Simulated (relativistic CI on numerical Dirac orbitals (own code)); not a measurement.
## d4 in a ligand field

Computed with a parametric ligand-field model of a d^n configuration (Racah B and C, spin-orbit zeta, crystal field), exact diagonalisation.

Field parameters in Wybourne normalisation: Oh B⁴₀ = 21Dq, B⁴₄ = √(5/14) B⁴₀. The field is a parameter set, without covalency.

(1) Lowest levels for B = 310, C = 1210, ζ = 890 cm⁻¹, Oh, 10Dq = 23350 cm⁻¹?

(2) Lowest levels for B = 330, C = 1660, ζ = 330 cm⁻¹, Oh, 10Dq = 37650 cm⁻¹?

(3) Lowest levels for B = 1040, C = 4510, ζ = 100 cm⁻¹, Oh, 10Dq = 5850 cm⁻¹?

(4) Lowest levels for B = 630, C = 3160, ζ = 2700 cm⁻¹, Oh, 10Dq = 35200 cm⁻¹?

(5) Lowest levels for B = 1010, C = 3550, ζ = 570 cm⁻¹, Oh, 10Dq = 33050 cm⁻¹?

## Answers

(1) A1 0 (S 0.99), T1 688 (S 1.01), T2 1469 (S 0.97), E 1492 (S 0.99), T2 5133 (S 0.09), E 5438 (S 0.06), A1 10574 (S 0.06), A2 16831 (S 1.99), T2 16839 (S 1.99) cm⁻¹, with S from ⟨S²⟩ = S(S + 1). The ground level has 0.02 electrons in the cubic e pair.

(2) A1 0 (S 1.00), T1 188 (S 1.00), T2 506 (S 1.00), E 508 (S 1.00), T2 5337 (S 0.01), E 5598 (S 0.00), A1 12436 (S 0.00), A2 27922 (S 2.00), T2 27923 (S 2.00) cm⁻¹, with S from ⟨S²⟩ = S(S + 1). The ground level has 0.01 electrons in the cubic e pair.

(3) A1 0 (S 2.00), T1 1 (S 2.00), E 2 (S 2.00), T2 3 (S 2.00), A2 4 (S 2.00), T2 5804 (S 2.00), T1 5804 (S 2.00), A1 5805 (S 2.00), T1 5879 (S 2.00) cm⁻¹, with S from ⟨S²⟩ = S(S + 1). The ground level has 1.00 electrons in the cubic e pair.

(4) A1 0 (S 1.02), T1 2460 (S 1.04), T2 4838 (S 0.97), E 4860 (S 1.00), T2 13550 (S 0.19), E 14195 (S 0.15), A2 20677 (S 1.99), T2 20780 (S 1.97), E 20887 (S 1.96) cm⁻¹, with S from ⟨S²⟩ = S(S + 1). The ground level has 0.07 electrons in the cubic e pair.

(5) A1 0 (S 1.01), T1 330 (S 1.01), E 875 (S 1.00), T2 879 (S 1.00), A2 11135 (S 2.00), T2 11145 (S 2.00), E 11157 (S 2.00), T1 11167 (S 2.00), A1 11178 (S 2.00) cm⁻¹, with S from ⟨S²⟩ = S(S + 1). The ground level has 0.03 electrons in the cubic e pair.
